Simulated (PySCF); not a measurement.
FGe, SMILES [Ge][F] (connectivity only; charge and spin as stated), neutral, multiplicity 2.

Geometry optimised at PBE-D3(BJ)/def2-TZVPD.

The numbers are results of ωB97X/def2-TZVPD (PySCF), not measurements.

Gas-phase values at a fixed geometry.

* **total energy**: -2176.90222 hartree
* **point group**: C∞v
* **α spin, highest occupied and lowest empty level**: -7.23 and -0.82 eV
* **β spin, highest occupied and lowest empty level**: -12.26 and -0.77 eV
* **dipole moment**: 2.03 D
* **⟨S²⟩**: 0.753 (pure state 0.75)
